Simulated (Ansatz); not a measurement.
A geometry relaxed with PBE0-D4/def2-SVP (Ansatz, a quantum-chemistry and plane-wave program), charge 0, multiplicity 1:

```xyz
21

H      0.8421     1.5080    -2.8391
O     -0.6934     0.6119    -1.7347
H      2.7316    -2.7434    -0.1485
O     -1.3441    -1.2452     0.7121
C      1.1153     1.5858     2.2245
H     -3.0542    -0.1903     1.2979
C     -0.1425     1.7295    -2.3867
C      1.7469    -2.3382    -0.4340
H      0.9720    -2.9618     0.0467
O      0.3411     1.6257     1.0512
H      1.6442    -2.4506    -1.5295
H      2.0634     1.0334     2.0963
H     -0.8258     2.0197    -3.2017
H     -3.2689    -1.9002     0.8445
H      0.5686     1.1328     3.0725
C     -2.7197    -0.9771     0.5962
Sn     0.0000     0.0000    -0.0001
O      1.6966    -0.9924    -0.0291
H     -0.0224     2.6016    -1.7191
H     -3.0146    -0.6719    -0.4238
H      1.3639     2.6228     2.5042
```

Q: Write the SMILES of this molecule.

A: `C[O][Sn]([O]C)([O]C)[O]C`
